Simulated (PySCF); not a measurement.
The halides of thallium, TlCl₂⁺ to TlI₂⁺

Level: PBE0 in the def2-TZVP basis family, computed in PySCF with density fitting; scalar-relativistic core potentials for atoms from Rb on, none lighter, no spin–orbit coupling; open shells unrestricted.

Each entry is the lowest minimum that a search over a few typed start shapes (and spin states, where more than one is plausible) found, or that minimum re-optimised at the stated level; isomers with ligand–ligand bonds, or fragments after loss of a ligand pair, can lie lower.

| molecule | 2S+1 | point group | mean bond to Tl (Å) | lowest ω (cm⁻¹) | polar-tensor charge of Tl | distinct angles (°) |
| --- | --- | --- | --- | --- | --- | --- |
| TlCl₂⁺ | ? | ? | ? | ? | ? | ? |
| TlBr₂⁺ | 1 | D∞h | 2.387 | 66 | 1.17 | 180 |
| TlI₂⁺ | 1 | D∞h | 2.586 | 51 | 0.99 | 180 |

(1) Fill in the row of TlCl₂⁺.

## Answers

(1) 2S+1: 1; point group: D∞h; mean bond to Tl (Å): 2.241; lowest ω (cm⁻¹): 97; polar-tensor charge of Tl: 1.33; distinct angles (°): 180.

The bond lengthens at every step; the largest change, 0.199 Å, falls between TlBr₂⁺ and TlI₂⁺ among the members listed.

Spin–orbit coupling can matter for TlCl₂⁺, TlBr₂⁺, TlI₂⁺.

Left out of the table are members whose search was unfinished or whose lowest solution was spin-contaminated, unstable, very soft or bonded differently.
